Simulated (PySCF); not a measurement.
**Pd²⁷⁺: fine-structure interval**

Pd²⁷⁺ [Ar] 3d1 [3d3/2^1, M_J = 3/2] → Pd²⁷⁺ [Ar] 3d1 [3d5/2^1, M_J = 5/2], as a difference of total energies. Calculation: PySCF 2.14, in an even-tempered Gaussian basis (16 s from 4 bohr⁻², ratio 2.8; 12 p from 5.2 bohr⁻², ratio 2.8; 8 d from 5.2 bohr⁻², ratio 2.8; 3 f from 16 bohr⁻², ratio 3); the two-component X2C-1e Hamiltonian. Correlated levels: [Ne] frozen; the 74 highest virtual spinors dropped. "Screened" scales the spin-orbit matrix elements by Boettger's factors to mimic the two-electron term; Breit and QED terms are absent.

| method | fine-structure interval (cm⁻¹) |
| --- | --- |
| GHF (screened spin-orbit) | 60540 |
| GMP2 (screened spin-orbit) | 60421 |
| GHF (bare spin-orbit) | 77393 |
